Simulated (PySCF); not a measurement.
Electron correlation in Ge(2+) (germanium, charge +2)

[Ar] 3d10 4s2, closed-shell 1S. Calculation: PySCF 2.14, in x2c-TZVPall; the spin-free X2C one-electron Hamiltonian (Gaussian nucleus). Frozen: [Ar] 3d10; 2 electrons correlated.

Total MP2 correlation energy: -27.88 mhartree.

Same-spin part 0.00 and opposite-spin part -27.88 mhartree; SCS-MP2 scales them by 1/3 and 6/5 to -33.46 mhartree.

With two correlated electrons CCSD is exact within the correlated space (frozen core and kept virtual orbitals).

```tsv
level	correlation energy (mhartree)
CCSD	-38.52
```

Diagnostics: T1 = 0.0036, D1 = 0.0050, largest double amplitude 0.100.

Is a single reference adequate?

Mostly. T1 lies below 0.03, but a double amplitude of this size points to a near-degeneracy that CCSD handles and MP2 describes poorly.
